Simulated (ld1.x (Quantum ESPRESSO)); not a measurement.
## What one change does to a pseudopotential (Au, RRKJ)

| Item | Value |
| --- | --- |
| Element | Au (Z = 79) |
| Generator | ld1.x (Quantum ESPRESSO) 7.5 |
| Type | norm-conserving RRKJ (Kleinman–Bylander form) |
| Functional | PBEsol |
| Relativity | scalar-relativistic |
| Frozen core | [Xe] 4f14 |
| Valence charge | 11 |
| Reference configuration | 5d10 6s0.75 6p0.25 |
| Partial waves | 6p (bound): rc 3.40 bohr; 5d (bound): rc 1.70 bohr; 6s (bound): rc 2.40 bohr |
| Local potential | the s channel |
| Core correction | a·sin(br)/r model core inside 0.85 bohr |

All-electron outer shells of the reference configuration (PBEsol, scalar-relativistic, ld1.x):

```csv
shell,level (eV),outermost node (bohr),outermost maximum (bohr)
4f,-81.80,–,0.37
5p,-60.43,0.52,0.96
5d,-7.50,0.56,1.21
6s,-6.26,1.11,2.29
6p,-1.04,1.32,3.51
```

Change: wave 6p (bound): rc 3.40 bohr becomes 6p (bound): rc 2.12 bohr.

Cutoffs: the cutoffs (Ry, on a coarse ladder) from which the occupation-weighted sum of valence levels, in a spherical-Bessel basis at the reference potential, stays within 10 and 1 mRy of its value at 400 Ry; they do not see the model core or the augmentation charge, which bear on the density cutoff. Errors are all-electron minus pseudo energies relative to the spin-unpolarised reference configuration.

How do hardness, ghosts and transferability respond?

The potential gets neither clearly harder nor softer (40 Ry and 55 Ry → 40 Ry and 55 Ry); the d channel sets the loose cutoff, while the largest relative change is in p, which becomes harder; of the 7 tests that both files solve, the error grows in 0 and shrinks in 1 by more than 15 % and 0.3 meV (median size 70.3 → 63.3 meV); neither file shows a bound ghost.

```csv
quantity,base,changed
"cutoff, loose",40 Ry,40 Ry
"cutoff, tight",55 Ry,55 Ry
loose cutoff by channel (10 mRy a level),"p 6 Ry, d 35 Ry, s 8 Ry","p 18 Ry, d 35 Ry, s 8 Ry"
bound ghosts,none,none
"error for 5d10 6s1 6p0, meV [ΔE -1.29 eV]",+0.1,0.0
"error for 5d10 6s0 6p0, meV [ΔE 8.15 eV]",-13,-13
"error for 5d9 6s0 6p0, meV [ΔE 29.39 eV]",-70,-74
"error for 5d10 6s0 6p1, meV [ΔE 4.05 eV]",-4.3,-4.1
"error for 5d9 6s1 6p1, meV [ΔE 6.27 eV]",-82,-63
"error for 5d8 6s0 6p0, meV [ΔE 63.30 eV]",-362,-371
"error for 5d7 6s0 6p0, meV [ΔE 111.04 eV]",-1008,-1023
```
